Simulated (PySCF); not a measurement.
**Stretching IO**

Set-up: basis I cc-pVDZ-PP with ECP28, O cc-pVDZ; scalar-relativistic core potentials; PySCF 2.14. Energies in eV from I + O in their ground configurations at the same level. State: ²Π (doublet), unpaired electrons π ↑.

| R (Å) | UHF-MP2 |
| --- | --- |
| 1.672 | -0.046 |
| 1.750 | -0.721 |
| 1.827 | -1.110 |
| 1.886 | -1.262 |
| 1.944 | -1.311 |
| 2.002 | -1.236 |
| 2.080 | -0.962 |
| 2.177 | -0.621 |
| 2.294 | -0.363 |
| 2.449 | -0.189 |

Correlated steps freeze 5 core orbitals. Correlated levels converge slowly with the basis: in double zeta they bind strong bonds too weakly, by up to about 1 eV, and carry superposition errors of some tenths. These are scalar-relativistic numbers at best; spin–orbit coupling would shift them, the dissociation energy most. The state is the lowest determinant that a PBE0 search found; another state may lie lower at other levels.
